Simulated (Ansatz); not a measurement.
Born–Oppenheimer molecular dynamics of BH$_{5}$N$_{2}$Si (9 atoms, charge 0, multiplicity 1). It starts from a relaxed structure.

The calculation used Ansatz 0.2.0, RKS PBE-D4/6-31G.

```json
{
 "ensemble": "NVT, Nosé–Hoover chain",
 "time step": "1 fs",
 "steps asked": "166",
 "set temperature": "1000 K",
 "thermostat": "time constant 100 fs, chain length 1",
 "seed": "485575"
}
```

First frame:

```xyz
9
Properties=species:S:1:pos:R:3
N -0.664 1.645 0.199
Si 0.235 0.181 0.592
B -0.225 -1.678 0.051
N 0.702 -1.036 -0.768
H -0.222 2.556 0.103
H -1.657 1.632 -0.018
H 1.478 0.633 1.321
H -0.787 -2.731 0.118
H 1.229 -1.249 -1.616
```

**Question.** How far do the bonds stretch over the last three quarters of this one trajectory? (Pairs bonded in most of those frames.)

**Answer.** 
| bond | mean (Å) | spread (Å) | shortest | longest |
| --- | --- | --- | --- | --- |
| N1–Si2 | 1.779 | 0.030 | 1.74 | 1.86 |
| N1–H5 | 1.034 | 0.059 | 0.93 | 1.13 |
| N1–H6 | 1.039 | 0.077 | 0.91 | 1.17 |
| Si2–B3 | 1.998 | 0.049 | 1.92 | 2.10 |
| Si2–N4 | 1.886 | 0.047 | 1.81 | 1.98 |
| Si2–H7 | 1.520 | 0.044 | 1.45 | 1.59 |
| B3–N4 | 1.395 | 0.018 | 1.35 | 1.42 |
| B3–H8 | 1.210 | 0.071 | 1.10 | 1.31 |
| N4–H9 | 1.026 | 0.032 | 0.97 | 1.08 |

Mean temperature of the second half: 719 K. The conserved energy wandered by up to 8.0 meV per atom (net 1.2 meV per atom), which is poor conservation. The mean temperature of the second half is 28 % below the set value. A run of 0.17 ps of so small a system gives no equilibrium averages. Limits of this set-up: no polarisation functions.

Time of the run: 11 min on 1 thread of AMD EPYC (Zen 3) (shared host), peak memory 0.1 GiB.
